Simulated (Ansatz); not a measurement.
C4H8AlN can be A, `C=[C]([AlH2])C(C)=N`, or B, `CN=C=[C](C)[AlH2]`.

Computed with Ansatz on PBE0-D4/def2-TZVP structures; ΔE is electronic, products minus reactants. CCSD(T)/CBS is the MP2 limit (def2-TZVPP, def2-QZVPP) plus CCSD(T) − MP2 in def2-TZVPP, frozen cores. DFT in def2-TZVPP. B3LYP here is the variant with VWN-RPA as its local correlation; programs differ in this. Each species was taken in one conformer, which may not be the lowest.

(1) Which is lower in electronic energy at CCSD(T)/CBS, and by how much? (An estimate is asked.)

(2) Give E(B) − E(A) in kJ/mol with B2PLYP, CCSD/def2-TZVPP, PBE0-D4, B3LYP-D4, MP2/def2-TZVPP, HF/def2-TZVPP, ωB97M-V. (Best estimate.)

Largest T1 diagnostic: 0.013.

Results:

(1) Computed: A, by 26.2 kJ/mol.

(2) Ansatz gave: B2PLYP 6.8, CCSD/def2-TZVPP 25.2, PBE0-D4 6.9, B3LYP-D4 7.4, MP2/def2-TZVPP 14.5, HF/def2-TZVPP 19.3, ωB97M-V 19.2. None reverses the order clearly.

The D4 term adds +6.3 kJ/mol with B3LYP and +3.2 kJ/mol with PBE0; it sums over pairs of atoms, weighted by their polarisabilities, and B3LYP, whose exchange is more repulsive, gets the larger term. From PBE to PBE0 (25 % exact exchange), in def2-TZVPP and without D4, E(B) − E(A) moves by +8.1 kJ/mol.
